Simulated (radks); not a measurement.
All-electron atom: the erbium ion Er27+ in [Kr] 4d5. Method: Dirac Kohn-Sham, relativistic LDA (MacDonald-Vosko exchange, VWN5 correlation), spin-unpolarised, spherical densities, finite nucleus; open shells fill j = l - 1/2 first; Fermi nuclear charge, rms radius 5.2516 fm; computed with a radial shooting solver on a logarithmic mesh with Libxc functionals.

X-ray form factor f0, the Fourier transform of the density (f0(0) = 41):

| sin(theta)/lambda (1/angstrom) | f0 (electrons) |
|---|---|
| 0.05 | 40.917 |
| 0.1 | 40.670 |
| 0.15 | 40.263 |
| 0.2 | 39.707 |
| 0.25 | 39.011 |
| 0.3 | 38.190 |
| 0.4 | 36.237 |
| 0.5 | 33.990 |
| 0.6 | 31.594 |
| 0.8 | 26.869 |
| 1 | 22.804 |
| 1.25 | 18.999 |
| 1.5 | 16.346 |
| 2 | 12.615 |
